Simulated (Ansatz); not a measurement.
CH₅BClFOSi, SMILES `OCB(F)[SiH2]Cl`. The species carries charge 0 and has multiplicity 1.

```xyz
11

O     1.381   -1.091   -0.671
C     0.001   -1.378   -0.548
B    -0.847   -0.323    0.238
F    -2.117   -0.607    0.498
Si   -0.075    1.474    0.832
Cl    0.871    2.251   -0.853
H     1.483   -0.237   -1.102
H    -0.474   -1.571   -1.527
H    -0.076   -2.335   -0.014
H     0.948    1.346    1.900
H    -1.094    2.470    1.246
```

(1) Give the diagnostics of a CCSD(T)/def2-TZVPP run (frozen core, Ansatz). (Best estimate.)

Answers

(1) The calculation gave: T1 = 0.0120, largest single amplitude 0.029, largest double 0.018, (T) share of the correlation energy 3.6 %, 10 CCSD cycles. The RHF solution is stable towards an unrestricted one. T1 lies under the customary mark of 0.02 for closed shells.
